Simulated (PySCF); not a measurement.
Task: Give a PBE0-D3(BJ)/def2-SVP geometry of `[SiH2](Br)[SiH2][SiH2][SiH3]`.

Result: 
```
atom  x, y, z in Å
Si1   -2.429    0.752   -0.081
Si2   -0.918   -0.848    0.728
Si3    0.909   -1.035   -0.743
Si4    2.536    0.446    0.048
Br5    1.451    2.375    0.401
H6    -2.946    0.283   -1.404
H7    -3.581    0.909    0.861
H8    -1.753    2.070   -0.261
H9    -1.608   -2.172    0.839
H10   -0.401   -0.471    2.081
H11    1.460   -2.426   -0.807
H12    0.518   -0.610   -2.125
H13    3.099   -0.001    1.356
H14    3.657    0.714   -0.899
```

Any rigid rotation of these coordinates is as good. Atoms count from 1 in this order. Si4 (SiH2 silicon) is distorted tetrahedral (angles from 105.2° to 115.0°). Si2 (SiH2 silicon) is tetrahedral (angles from 108.3° to 111.3°). Si1 (SiH3 silicon) is tetrahedral (angles from 108.3° to 110.6°). Si3 (SiH2 silicon) is tetrahedral (angles from 106.1° to 112.8°).

Bonds between heavy atoms (Å): Si1–Si2 2.345, Si2–Si3 2.353, Si3–Si4 2.338, Si4–Br5 2.241.

Computed, not measured: PySCF 2.14.0, PBE0-D3(BJ)/def2-SVP geometry optimisation, gas phase.

Point group: C1 (no symmetry element, even within 0.4 Å). Whether it is a minimum is left open (no frequencies). One conformer, not necessarily the lowest (Si1–Si2–Si3–Si4 92°, Si2–Si3–Si4–Br5 -48°).
